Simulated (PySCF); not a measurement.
```xyz
7
charge 0 multiplicity 1, angstrom
Fe    0.0000    0.0000    0.0000
F     1.3134   -0.3588    1.0477
F    -0.3460    1.3169    1.0477
F    -0.9675   -0.9580    1.0477
F     1.3123    0.3629   -1.0477
F    -0.9704    0.9550   -1.0477
F    -0.3419   -1.3179   -1.0477
```

All numbers come from PySCF, PBE0, basis Fe def2-SVP, F def2-SVP (no relativity, density fitting).

This geometry of FeF6 is a stationary point at this level.

**Question.** What is the point group?

**Answer.** D3.

**Question.** Is it a minimum?

**Answer.** Yes: all harmonic wavenumbers are real.

**Question.** List the harmonic modes with their infrared intensities.

**Answer.** 
| symmetry | ω (cm⁻¹) | IR (km/mol, summed over degenerate members) |
| --- | --- | --- |
| a1 | 61 | 0.0 |
| e | 174 | 1.5 |
| e | 297 | 3.4 |
| a2 | 370 | 7.9 |
| e | 421 | 4.6 |
| a1 | 436 | 0.0 |
| e | 529 | 5.4 |
| a1 | 651 | 0.0 |
| e | 712 | 144 |
| a2 | 715 | 88.0 |

**Question.** Give the atomic charges and bond orders.

**Answer.** 
```json
{"atom": "Fe1", "Mulliken": "1.13", "Löwdin": "0.45", "polar tensor": "1.62", "Mayer order to Fe1": "–"}
{"atom": "F2,3,4,5,6,7", "Mulliken": "-0.19", "Löwdin": "-0.08", "polar tensor": "-0.27", "Mayer order to Fe1": "0.94"}
```

In D3 the vibrations span 3a1 + 5e + 2a2. The a1 modes carry no infrared intensity, as symmetry demands.

Stability towards spin polarisation was not tested. This need not be the most stable arrangement of these atoms.
